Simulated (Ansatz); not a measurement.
Start from `C=C[SiH2][SiH3]` and change one atom or group to get `C=C(C)[SiH2][SiH3]`.

Ansatz, PBE0-D4/def2-TZVP geometries, multiplicity 1. Each molecule was computed in one conformer, which needn't be the lowest.

```tsv
property	`C=C[SiH2][SiH3]`
size of the dipole moment (B3LYP/def2-TZVPP) / D	0.79
LUMO energy (ωB97M-V/def2-TZVPP) / eV	1.37
HOMO energy (PBE/def2-TZVPP) / eV	-6.58
LUMO energy (B3LYP/def2-TZVPP) / eV	-0.85
LUMO energy (PBE/def2-TZVPP) / eV	-1.63
size of the dipole moment (ωB97M-V/def2-TZVPP) / D	0.83
```

Task: What does the change do to each property? (An estimate is asked.)

Result: The calculation gave: 
```tsv
property	`C=C(C)[SiH2][SiH3]`	shift
size of the dipole moment (B3LYP/def2-TZVPP) / D	0.83	0.04
LUMO energy (ωB97M-V/def2-TZVPP) / eV	1.59	0.22
HOMO energy (PBE/def2-TZVPP) / eV	-6.35	0.23
LUMO energy (B3LYP/def2-TZVPP) / eV	-0.59	0.26
LUMO energy (PBE/def2-TZVPP) / eV	-1.36	0.27
size of the dipole moment (ωB97M-V/def2-TZVPP) / D	0.84	0.01
```

The zero-point energy changes by 73.6 kJ/mol with +9 modes. Dipoles are sizes alone; their direction can turn.

B3LYP here is the variant with VWN-RPA as its local correlation; programs differ in this.
